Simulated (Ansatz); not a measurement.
```yaml
atoms:
  - { symbol: C, position_ang: [0.4910, 0.0000, 0.0000] }
  - { symbol: H, position_ang: [1.1116, 0.6461, 0.6461] }
  - { symbol: H, position_ang: [1.1116, -0.6461, -0.6461] }
  - { symbol: F, position_ang: [-0.2872, 0.7749, -0.7749] }
  - { symbol: F, position_ang: [-0.2872, -0.7749, 0.7749] }
```

Basis set: def2-TZVP (spherical functions). Correlated methods keep 3 orbitals frozen. Charge 0, multiplicity 1.

Computed with Ansatz (development build ahead of 0.2.0); each method stands on the lowest determinant of its kind that the runs found. Restricted open shells among the atoms or ions are ROHF, correlated in semicanonical orbitals with singles.

Question: Give the atomization energy at this shape (free ground-state atoms in the same class of orbitals less the molecule, no zero-point energy) of singlet CH₂F₂ by RHF-MP2, RHF.

Answer:

```json
{"method": "RHF-MP2", "atomization energy": "1820.0 kJ/mol"}
{"method": "RHF", "atomization energy": "1329.2 kJ/mol"}
```
